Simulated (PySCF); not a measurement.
PySCF job for F₂H₄O₃Si₂, SMILES O[Si](O)(O)[SiH](F)F, SMD-B3LYP/def2-SVP. Geometry: PBE0-D3(BJ)/def2-SVP. The structure was generated by enumeration, and PubChem lists no compound with its InChIKey, so it may never have been made. One conformer was computed; it need not be the lowest.

```python
import numpy as np
from pyscf import gto, scf, dft
from pyscf.solvent import smd

mol = gto.M(
    atom='''
    Si    1.23264534    0.60166437    0.18868919
    F     2.18901059   -0.40329128   -0.66360355
    F     1.15132812    1.97779314   -0.66819054
    Si   -0.87042797   -0.40000760    0.21022493
    O    -1.10678809   -1.11240103   -1.26910978
    O    -2.15080298    0.61852654    0.42902273
    O    -0.80872681   -1.44025491    1.48818582
    H     1.92200493    0.91481157    1.46614308
    H    -0.35320022   -1.57806396   -1.64662114
    H    -2.53673965    0.99143256   -0.36973656
    H    -1.63561323   -1.84885659    1.76677388
    ''',
    basis='def2-SVP',
    charge=0,
    spin=0,
    max_memory=1600,
    verbose=3,
)
mf = dft.RKS(mol, xc='b3lyp').density_fit(auxbasis='def2-universal-jkfit')
mf.grids.level = 3
mf.conv_tol = 1e-9
mf.max_cycle = 100
mf.kernel()
res = {}
for name in ['water', 'benzene', 'chloroform']:
    s = mf.SMD()
    s.with_solvent.solvent, s.with_solvent.sasa_ng = name, 194
    s.kernel(mf.make_rdm1())
    res[name] = (s.e_tot, s.with_solvent.get_cds(), s.dip_moment(), s.mo_energy, s.converged)
    print(f'SMD {name}: dG(solv) = {(s.e_tot - mf.e_tot) * 627.509474:.3f} kcal/mol, of which CDS {res[name][1] * 627.509474:.3f}')
```

Log of the run:

```
converged SCF energy = -1006.52302386677
converged SCF energy = -1006.53923173576
Dipole moment(X, Y, Z, Debye): -1.80740, -1.30507, -0.06000
SMD water: dG(solv) = -10.171 kcal/mol, of which CDS 4.014
converged SCF energy = -1006.53012510923
Dipole moment(X, Y, Z, Debye): -1.72703, -1.17508,  0.07437
SMD benzene: dG(solv) = -4.456 kcal/mol, of which CDS -1.532
converged SCF energy = -1006.53392729869
Dipole moment(X, Y, Z, Debye): -1.81086, -1.24728,  0.04317
SMD chloroform: dG(solv) = -6.842 kcal/mol, of which CDS 0.104
```

The calculation finished and met its thresholds.

Cost: very roughly 70 core-seconds.
